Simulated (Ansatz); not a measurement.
C$_{3}$H$_{10}$GeS (`C[S][GeH]([CH3])[CH3]`), relaxed with RKS PBE0-D4/def2-TZVP in Ansatz 0.2.0 from a PBE-D4/def2-SVP geometry. The force threshold is 0.005 eV/Å; the program also tests the step.

Charge 0, multiplicity 1.

Start:

```xyz
15

C    -1.053    2.424   -0.033
S    -1.135    0.986    1.103
Ge    0.522   -0.274    0.246
C     0.732   -1.793    1.471
C     0.059   -0.878   -1.570
H    -1.299    2.143   -1.077
H    -1.809    3.152    0.320
H    -0.056    2.910   -0.006
H     1.818    0.597    0.192
H     1.550   -2.453    1.120
H     0.972   -1.438    2.492
H    -0.206   -2.381    1.509
H    -0.113   -0.015   -2.242
H    -0.863   -1.490   -1.536
H     0.882   -1.489   -1.990
```

```tsv
step	energy (eV)	largest force (eV/Å)	largest move (Å)
1	-70615.8101	0.532	0.000
2	-70615.8656	0.147	0.036
3	-70615.8699	0.066	0.022
4	-70615.8702	0.050	0.015
5	-70615.8704	0.004	0.009
```

End:

```xyz
15

C    -1.045    2.395   -0.037
S    -1.124    0.976    1.089
Ge    0.513   -0.273    0.246
C     0.726   -1.779    1.463
C     0.059   -0.862   -1.560
H    -1.307    2.113   -1.057
H    -1.773    3.124    0.318
H    -0.056    2.855   -0.024
H     1.791    0.599    0.197
H     1.528   -2.432    1.114
H     0.971   -1.427    2.465
H    -0.199   -2.355    1.509
H    -0.096   -0.007   -2.219
H    -0.856   -1.455   -1.535
H     0.866   -1.472   -1.970
```

Run time 12 s (2 threads of an AMD EPYC 7R13 on a shared host and a share of an NVIDIA H100 80 GB); peak host memory 0.92 GiB.
